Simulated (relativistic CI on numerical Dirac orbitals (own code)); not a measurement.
# Mo²⁺: q coefficients and field-shift factors

Calculated at this level of theory: Dirac-Coulomb-Breit CI, KLI orbitals optimised for each configuration, valence Slater integrals scaled by 0.85, P86 correlation energy added to each configuration, derivatives by finite differences, QED left out (own radial code, finite nucleus).

CI space (outside the closed core [Kr]): 4d4, 4d3 5s, 4d3 5p, 4d2 5s2, 4d3 4f, 4d2 5s 5p, 4d3 5d, 4d2 5p2. Levels of other configurations are missing.

With x = (α/α₀)² − 1 an excitation energy changes as ω = ω₀ + qx; K = 2q/ω₀ is the relative enhancement. Terms are leading LS components, so labels can repeat. The field-shift factor is F = δν/δ⟨r²⟩ for the transition from the lowest level.

Lowest level 4d4 5D_0.

```csv
Level,ω₀ (cm⁻¹),q (cm⁻¹),F (GHz/fm²)
4d4 5D_1,206.6,253.9,0.00326
4d4 5D_2,581.9,664.4,0.00934
4d4 5D_3,1084.2,1151,0.0177
4d4 5D_4,1682.4,1671,0.0279
4d4 3P_0,12135.4,-1361,0.396
4d4 3H_4,13192.8,65.28,0.089
4d4 3P_1,13226.4,-244.2,0.431
4d4 3H_5,13681.1,711.3,0.0953
4d4 3H_6,14144.0,1182,0.101
4d4 3F_2,14665.0,208.9,0.292
4d4 3F_3,14716.7,147.9,0.259
4d4 3P_2,14934.5,1213,0.465
4d4 3F_4,14989.2,590.5,0.256
4d4 3G_3,16652.4,925.6,0.192
4d4 3G_4,17066.6,1155,0.185
4d4 3G_5,17432.8,1571,0.179
4d4 1I_6,20579.1,1195,0.0987
4d4 3D_3,21006.3,559.3,0.231
4d4 3D_2,21052.7,507.4,0.258
4d4 3D_1,21344.0,973.3,0.244
4d4 1G_4,21608.5,1606,0.177
4d4 1D_2,24359.5,536.6,0.688
4d4 1S_0,24664.2,1179,0.171
```

Correlation outside the listed configurations is missing or only estimated: errors of thousands of cm⁻¹ between configurations and terms are usual at this charge. Rates and lifetimes follow the computed energies and can be off by large factors. The fine structure of a lone outer electron comes out too small, for d and f at times inverted, and misplaced configurations move strength between like terms.

(1) Which transition from the lowest level has the largest |K|?

## Answers

(1) 4d4 5D_1 at 206.6 cm⁻¹, K = 2.46.
